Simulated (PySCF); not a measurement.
**Phosphorus: a sound run and one with changed settings**

Sound run: P²⁺ [Ne] 3s2 3p1, P³⁺ [Ne] 3s2. Calculation: PySCF 2.14, in 6-31G* (4s3p1d, 18 functions); no relativity, point nucleus. In the sound run the correlated levels freeze [Ne]. The sound run starts from symmetry-adapted Hartree-Fock orbitals and uses a fine grid where one is needed.

Changed run: all electrons correlated in a basis built for the valence shell.

```
species   method  sound run (hartree)  changed run (hartree)  converged
    P²⁺      MP2           -339.65754             -339.66378        yes
    P²⁺  CCSD(T)           -339.67723             -339.68324        yes
    P³⁺      MP2           -338.56242             -338.56884        yes
    P³⁺  CCSD(T)           -338.57733             -338.58361        yes
```

Ionisation energy of P²⁺:

| method | sound run (eV) | changed run (eV) |
| --- | --- | --- |
| UHF | 29.631 | 29.631 |
| MP2 | 29.800 | 29.795 |
| SCS-MP2 | 29.783 | 29.778 |
| CCSD | 29.913 | 29.907 |
| CCSD(T) | 29.930 | 29.922 |

A valence basis has no tight correlating functions, so it recovers only part of the core correlation, and not evenly between atom and ion.

For comparison, NIST gives 30.203 eV between the lowest levels.
